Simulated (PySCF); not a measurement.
C3H7S (SMILES C[C](C)S), doublet, at a GFN2-xTB geometry, with bond 11-4 at 1.8 times its length; CASSCF(5,6)/6-31G in PySCF.

PySCF was given this input:
```python
from pyscf import gto, scf, mcscf
import numpy

mol = gto.M(
    atom='''
C     1.34174407   -1.04186004    0.05818449
C     0.02865972   -0.36153098    0.20422258
C    -1.22819479   -1.14551312    0.07416388
S     0.00140763    1.34269012   -0.15268828
H     1.47294868   -1.47046562   -0.94255975
H     1.41976025   -1.86156535    0.77394607
H     2.15585520   -0.34198648    0.23416157
H    -2.07264116   -0.61676566    0.51767429
H    -1.47931257   -1.34776519   -0.97447823
H    -1.11424960   -2.10561612    0.57577899
H    -2.26577278    1.72403288    0.55246555
''',
    basis='6-31g',
    spin=1,
    verbose=4,
)

mf = scf.ROHF(mol)
mf.kernel()
mc = mcscf.CASSCF(mf, 6, 5)
mc.fix_spin_(ss=0.75)
mc.kernel()
occ = numpy.linalg.eigvalsh(mc.fcisolver.make_rdm1(mc.ci, mc.ncas, mc.nelecas))[::-1]
ss = mc.fcisolver.spin_square(mc.ci, mc.ncas, mc.nelecas)[0]
print('natural occupations', occ.round(4), ' <S^2>', round(ss, 4))
```

The log (banner, timings and long lists left out):

```
PySCF version 2.14.0

[INPUT] verbose = 4
[INPUT] num. atoms = 11
[INPUT] num. electrons = 41
[INPUT] charge = 0
[INPUT] spin (= nelec alpha-beta = 2S) = 1
[INPUT] symmetry False subgroup None
[INPUT] Mole.unit = angstrom
[INPUT] Symbol           X                Y                Z      unit          X                Y                Z       unit  Magmom
[...]
nuclear repulsion = 157.693521062594
number of shells = 36
number of NR pGTOs = 140
number of NR cGTOs = 54
basis = 6-31g
ecp = {}

******** <class 'pyscf.scf.rohf.ROHF'> ********
method = ROHF
initial guess = minao
damping factor = 0
level_shift factor = 0
DIIS = <class 'pyscf.scf.diis.CDIIS'>
diis_start_cycle = 1
diis_space = 8
diis_damp = 0
SCF conv_tol = 1e-09
SCF conv_tol_grad = None
SCF max_cycles = 50
direct_scf = True
direct_scf_tol = 1e-13
num. doubly occ = 20  num. singly occ = 1
Set gradient conv threshold to 3.16228e-05
init E= -515.342395444708
[...]
cycle= 1 E= -514.851798272945  delta_E= 0.491  |g|= 0.539  |ddm|= 2.02
[...]
cycle= 2 E= -514.882864552523  delta_E= -0.0311  |g|= 0.514  |ddm|= 1.14
[...]
cycle= 3 E= -514.982849955992  delta_E= -0.1  |g|= 0.0698  |ddm|= 0.694
[...]
cycle= 4 E= -514.989742195699  delta_E= -0.00689  |g|= 0.0298  |ddm|= 0.216
[...]
cycle= 5 E= -514.99031821892  delta_E= -0.000576  |g|= 0.00907  |ddm|= 0.0518
[...]
cycle= 6 E= -514.990439610914  delta_E= -0.000121  |g|= 0.00312  |ddm|= 0.0296
[...]
cycle= 7 E= -514.990454596292  delta_E= -1.5e-05  |g|= 0.00167  |ddm|= 0.00865
[...]
cycle= 8 E= -514.990460891623  delta_E= -6.3e-06  |g|= 0.000919  |ddm|= 0.00658
[...]
cycle= 9 E= -514.990463278303  delta_E= -2.39e-06  |g|= 0.000344  |ddm|= 0.00464
[...]
cycle= 10 E= -514.990463613732  delta_E= -3.35e-07  |g|= 0.000165  |ddm|= 0.00228
[...]
cycle= 11 E= -514.990463670561  delta_E= -5.68e-08  |g|= 6.21e-05  |ddm|= 0.000701
[...]
cycle= 12 E= -514.990463678209  delta_E= -7.65e-09  |g|= 3.62e-05  |ddm|= 0.000254
[...]
cycle= 13 E= -514.990463681308  delta_E= -3.1e-09  |g|= 1.11e-05  |ddm|= 0.000172
[...]
cycle= 14 E= -514.990463681559  delta_E= -2.51e-10  |g|= 3.8e-06  |ddm|= 5.91e-05
[...]
Extra cycle  E= -514.990463681576  delta_E= -1.68e-11  |g|= 2.07e-06  |ddm|= 1.7e-05
converged SCF energy = -514.990463681576

******** <class 'pyscf.mcscf.mc1step.CASSCF'> ********
CAS (3e+2e, 6o), ncore = 18, nvir = 30
max_cycle_macro = 50
max_cycle_micro = 4
conv_tol = 1e-07
conv_tol_grad = None
orbital rotation max_stepsize = 0.02
orbital rotation threshold for CI restart = 0.01
augmented hessian ah_max_cycle = 30
augmented hessian ah_conv_tol = 1e-12
augmented hessian ah_linear dependence = 1e-14
augmented hessian ah_level shift = 1e-08
augmented hessian ah_start_tol = 2.5
augmented hessian ah_start_cycle = 3
augmented hessian ah_grad_trust_region = 3
kf_trust_region = 3
kf_interval = 4
ci_response_space = 4
ci_grad_trust_region = 3
with_dep4 0
natorb = False
canonicalization = True
sorting_mo_energy = False
ao2mo_level = 2
internal_rotation = False
******** <class 'pyscf.fci.addons.SpinPenaltyFCISolver'> ********
max. cycles = 50
conv_tol = 1e-08
davidson only = True
linear dependence = 1e-12
level shift = 0.001
max iter space = 12
nroots = 1
pspace_size = 400
spin = None
CASCI E = -515.009089176674  S^2 = 0.7500000
Set conv_tol_grad to 0.000316228
macro iter   1 ( 21 JK    4 micro), CASSCF E = -515.025755241478  dE = -1.66660648e-02  S^2 = 0.7500000
               |grad[o]|=0.0627  |grad[c]|=0.0592  |ddm|=0.0568  |maxRot[o]|=0.198
macro iter   2 ( 21 JK    4 micro), CASSCF E = -515.037179900195  dE = -1.14246587e-02  S^2 = 0.7500000
               |grad[o]|=0.0398  |grad[c]|=0.0626  |ddm|=0.0584  |maxRot[o]|= 0.27
macro iter   3 ( 21 JK    4 micro), CASSCF E = -515.044533106057  dE = -7.35320586e-03  S^2 = 0.7500000
               |grad[o]|=0.0308  |grad[c]|=0.048  |ddm|=0.053  |maxRot[o]|=0.157
macro iter   4 ( 21 JK    4 micro), CASSCF E = -515.048720937101  dE = -4.18783104e-03  S^2 = 0.7500000
               |grad[o]|=0.0239  |grad[c]|=0.0394  |ddm|=0.0317  |maxRot[o]|=0.135
macro iter   5 ( 21 JK    4 micro), CASSCF E = -515.052578606446  dE = -3.85766934e-03  S^2 = 0.7500000
               |grad[o]|=0.0174  |grad[c]|=0.00928  |ddm|=0.00589  |maxRot[o]|=0.159
macro iter   6 ( 21 JK    4 micro), CASSCF E = -515.055366026305  dE = -2.78741986e-03  S^2 = 0.7500000
               |grad[o]|=0.011  |grad[c]|=0.0161  |ddm|=0.00572  |maxRot[o]|=0.244
macro iter   7 ( 21 JK    4 micro), CASSCF E = -515.056926630296  dE = -1.56060399e-03  S^2 = 0.7500000
               |grad[o]|=0.00661  |grad[c]|=0.00851  |ddm|=0.00253  |maxRot[o]|=0.279
macro iter   8 ( 19 JK    4 micro), CASSCF E = -515.057113136676  dE = -1.86506379e-04  S^2 = 0.7500000
               |grad[o]|=0.00297  |grad[c]|=0.0027  |ddm|=0.00256  |maxRot[o]|=0.124
macro iter   9 ( 16 JK    3 micro), CASSCF E = -515.057117829582  dE = -4.69290615e-06  S^2 = 0.7500000
               |grad[o]|=0.000775  |grad[c]|=0.000445  |ddm|=0.000339  |maxRot[o]|=0.0109
macro iter  10 (  6 JK    1 micro), CASSCF E = -515.057117944000  dE = -1.14418413e-07  S^2 = 0.7500000
               |grad[o]|=5.08e-05  |grad[c]|=0.000267  |ddm|=3.89e-05  |maxRot[o]|=0.00231
macro iter  11 (  5 JK    1 micro), CASSCF E = -515.057117980006  dE = -3.60054173e-08  S^2 = 0.7500000
               |grad[o]|=3.02e-05  |grad[c]|=0.00015  |ddm|=3.42e-05  |maxRot[o]|=0.00102
1-step CASSCF converged in  11 macro (193 JK  37 micro) steps
CASSCF canonicalization
Density matrix diagonal elements [1.86909913 1.95680515 0.99954301 0.13562504 0.01340888 0.02551879]
CASSCF energy = -515.057117980006
CASCI E = -515.057117980006  E(CI) = -5.71685050205497  S^2 = 0.7500000
natural occupations [1.9629e+00 1.8763e+00 9.9970e-01 1.2270e-01 3.6900e-02 1.6000e-03]  <S^2> 0.75
```
